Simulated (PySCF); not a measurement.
C3H9FSi.
Numbering: `[CH3:1][C:2]([CH3:3])([F:4])[SiH3:5]` (hydrogens: H6, H7, H8 on C1; H9, H10, H11 on C3; H12, H13, H14 on Si5)

Geometry (PBE0-D3(BJ)/def2-SVP, Å), atoms numbered from 1 in this order:
```xyz
14
C3H9FSi angstrom
C     -0.7753   -1.1494   -0.0338
C      0.0440    0.1020   -0.2800
C     -0.5090    1.3062    0.4568
F     -0.0269    0.3836   -1.6561
Si     1.9111   -0.1674    0.0676
H     -1.8257   -0.9710   -0.3162
H     -0.3990   -1.9926   -0.6319
H     -0.7471   -1.4367    1.0284
H     -1.5620    1.4689    0.1735
H      0.0565    2.2163    0.2080
H     -0.4637    1.1564    1.5462
H      2.1248   -0.4816    1.5154
H      2.4092   -1.3061   -0.7593
H      2.6628    1.0749   -0.2788
```

The closed-shell ground state was solved at several levels (PySCF, density fitting, gas phase, non-relativistic).

```csv
level,basis functions,HOMO (eV),LUMO (eV),gap (eV),dipole (D)
CAM-B3LYP/pcSseg-1,137,-9.51,1.67,11.18,1.81
PBE0/aug-cc-pVDZ,200,-8.10,-0.17,7.93,1.78
PBE0/cc-pVTZ,280,-8.06,0.64,8.70,1.67
B3LYP/def2-TZVP,215,-7.90,0.30,8.20,1.73
PBE0/STO-3G,38,-4.24,7.44,11.68,0.97
BHandHLYP/pcSseg-1,137,-9.46,1.52,10.98,1.89
B97-2/pcSseg-1,137,-7.88,0.74,8.62,1.78
KT3/pcSseg-1,137,-6.86,-0.10,6.76,1.65
PBE0/6-31G*,92,-7.85,1.08,8.93,1.61
BLYP/pcSseg-1,137,-6.62,0.00,6.62,1.65
```

Estimate the row for PBE0/6-311+G(2d,p), a basis of 197 functions; the other rows only guide the guess.

HOMO -8.13 eV, LUMO 0.05 eV, gap 8.18 eV, dipole 1.82 D.

Over all these levels, which gives the widest orbital gap and which the narrowest?

PBE0/STO-3G (global hybrid, 25 % exact exchange) has the widest, 11.68 eV, and BLYP/pcSseg-1 (GGA) the narrowest, 6.62 eV. Functional and basis both differ between the two, so the spread mixes both effects.

How much does the basis alone move the frontier levels among the 5 PBE0 rows (the withheld one included)?

The HOMO by 3.89 eV and the LUMO by 7.61 eV. By rising basis size (HOMO, LUMO in eV): STO-3G -4.24, 7.44; 6-31G* -7.85, 1.08; 6-311+G(2d,p) -8.13, 0.05; aug-cc-pVDZ -8.10, -0.17; cc-pVTZ -8.06, 0.64.

In the pcSseg-1 basis, how does the gap go with the fixed share of exact exchange?

BLYP (0 %) 6.62 eV; KT3 (0 %) 6.76 eV; B97-2 (21 %) 8.62 eV; BHandHLYP (50 %) 10.98 eV. Each rise in the share widens the gap here.

How far do the dipole and the HOMO energy spread over the levels?

The dipole runs from 0.97 to 1.89 D (mean 1.67 D) and the HOMO from -9.51 to -4.24 eV.
